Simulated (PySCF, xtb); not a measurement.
Sn(Cl)2 cation (Cl2Sn), SMILES [Cl][Sn][Cl] (connectivity only; charge and spin as stated), charge +1, multiplicity 2.

Harmonic wavenumbers (cm⁻¹) from GFN2-xTB (xtb 6.7.1) at its own minimum, in rising order: 45, 281, 291.

Problem. What does B3LYP-D3(BJ)/def2-TZVP in PySCF give at its own minimum? (The exact figures need the calculation; the answer reports its results.)

Solution. 88, 340, 369. Paired by order, the mean absolute difference is 60 cm⁻¹ and the zero-point energies are 0.9 and 1.1 kcal/mol.
